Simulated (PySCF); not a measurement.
An unknown is described by computed data only.

Formula: C2H11FO2Si3.

| Item | Value |
| --- | --- |
| 1H NMR | chemical shifts (computed TMS as zero) by class: 5.36 (1 H), 5.24 (3 H), 5.03 (1 H), 4.99 (1 H), 4.93 (1 H), 4.79 (1 H), 1.77 (3 H) ppm [GIAO PBE0/pcSseg-1] |
| NMR, other nuclei | isotropic shieldings of nuclei other than C and H, by class: 284 (1 O), 293 (1 O), 418 (1 F), 378 (1 Si), 392 (1 Si), 399 (1 Si) ppm [GIAO PBE0/pcSseg-1] |
| Dipole | 1.18 D [PBE0/pcSseg-1] |
| 13C NMR | chemical shifts (computed TMS as zero) by class: 90.4 (1 C), 19.9 (1 C) ppm [GIAO PBE0/pcSseg-1] |
| Rotational structure | rotational constants A, B, C: 1.389, 0.893, 0.625 GHz [GFN2-xTB] |

Electronic properties: PySCF, gas phase, density fitting. Levels stand in brackets. Geometry: GFN2-xTB, one conformer, isolated molecule. Each NMR value is the plain mean over a class of atoms that symmetry, rotation or inversion makes alike.

Problem. Give a SMILES that accounts for the data.

Solution. Numbering: `[CH3:1][C@H:2]([F:3])[SiH2:4][O:5][SiH2:6][O:7][SiH3:8]`. Its formula, C2H11FO2Si3, gives 0 degrees of unsaturation, so no ring and no π bond. 2 carbons fall into 2 classes; from least to most shielded: sp3 C–F carbon [C2] (90.4 ppm), methyl carbon [C1] (19.9 ppm). Hydrogen classes from least to most shielded: 1 H on an oxygen-bound silicon, Si4 (5.36 ppm), 3 H on an oxygen-bound silicon, Si8 (5.24 ppm), 1 H on an oxygen-bound silicon, Si6 (5.03 ppm), 1 H on an oxygen-bound silicon, Si4 (4.99 ppm), 1 H on an oxygen-bound silicon, Si6 (4.93 ppm), 1 H on an sp3 C–F carbon, C2 (4.79 ppm), 3 H on a methyl carbon, C1 (1.77 ppm, a mean of values up to 0.9 ppm apart in this geometry). The other shieldings belong to: 284 ppm, siloxane oxygen [O5]; 293 ppm, siloxane oxygen [O7]; 418 ppm, alkyl fluorine [F3]; 378 ppm, oxygen-bound silicon [Si4]; 392 ppm, oxygen-bound silicon [Si8]; 399 ppm, oxygen-bound silicon [Si6]. The optimised geometry has point group C1 and is an asymmetric top. Structure: `C[C@H](F)[SiH2]O[SiH2]O[SiH3]`. Computed isomers that give other values at the same levels: `C[C@@H](F)[SiH](O[SiH3])O[SiH3]` (1H chemical shifts (computed TMS as zero) by class: 5.27 (3 H), 5.26 (3 H), 4.77 (1 H), 4.73 (1 H), 1.44 (3 H) ppm); `CC[Si@H](O[SiH3])O[SiH2]F` (13C chemical shifts (computed TMS as zero) by class: 13.8 (1 C), 7.6 (1 C) ppm); `CO[SiH2][Si@H](F)OC[SiH3]` (13C chemical shifts (computed TMS as zero) by class: 56.2 (1 C), 52.0 (1 C) ppm). The assignments are read from this structure; whether some other isomer fits the data as well wasn't checked. The mirror image fits equally.

The values belong to the conformer `[CH3:1][C@H:2]([F:3])[SiH2:4][O:5][SiH2:6][O:7][SiH3:8]`: C1–C2–Si4–O5 52°, C2–Si4–O5–Si6 46°, Si4–O5–Si6–O7 -43°.
